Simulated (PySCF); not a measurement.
# Electron correlation in Lu (lutetium, neutral)

[Xe] 4f14 5d1 6s1 6p1, one real determinant (an excited configuration). All numbers are calculated (PySCF 2.14, scalar relativity by spin-free X2C-1e, in x2c-SVPall). Frozen: [Ar] 3d10; 43 electrons correlated.

MP2 pair energies summed by pair of shells (mhartree):

| pair | energy | share (%) |
| --- | --- | --- |
| 4f-5p | -101.59 | 20.3 |
| 5p-5p | -97.96 | 19.6 |
| 4f-4f | -77.89 | 15.6 |
| 4d-4d | -58.56 | 11.7 |
| 4d-4f | -39.81 | 8.0 |
| 5p-5d | -17.35 | 3.5 |
| 4p-4d | -13.13 | 2.6 |
| 5s-5p | -12.11 | 2.4 |
| 4d-5p | -11.54 | 2.3 |
| 5p-6s | -10.48 | 2.1 |
| 4p-4f | -10.36 | 2.1 |
| 4f-5d | -9.10 | 1.8 |
| 5p-6p | -6.27 | 1.3 |
| 4f-5s | -5.09 | 1.0 |
| 4f-6s | -4.11 | 0.8 |
| 5s-5s | -3.64 | 0.7 |
| 4p-4p | -2.92 | 0.6 |
| 4f-6p | -2.87 | 0.6 |
| 5d-6p | -1.90 | 0.4 |
| 5d-6s | -1.85 | 0.4 |
| 4d-5s | -1.73 | 0.3 |
| 5s-5d | -1.71 | 0.3 |
| 4p-5p | -1.49 | 0.3 |
| 4s-4d | -1.28 | 0.3 |
| 6s-6p | -1.09 | 0.2 |
| 4s-4f | -1.05 | 0.2 |
| 4d-5d | -0.84 | 0.2 |
| 4s-4p | -0.62 | 0.1 |
| 5s-6s | -0.52 | 0.1 |
| 4p-5s | -0.43 | 0.1 |

Total MP2 correlation energy: -500.41 mhartree.

Same-spin part -177.67 and opposite-spin part -322.74 mhartree; SCS-MP2 scales them by 1/3 and 6/5 to -446.51 mhartree.

The basis was made for the ground configuration and has no added diffuse functions, which can raise the energy of the promoted electron.

The reference is one real determinant that mixes LS terms of this configuration.

This basis was not built for core-valence correlation, so the inner-shell part is incomplete.
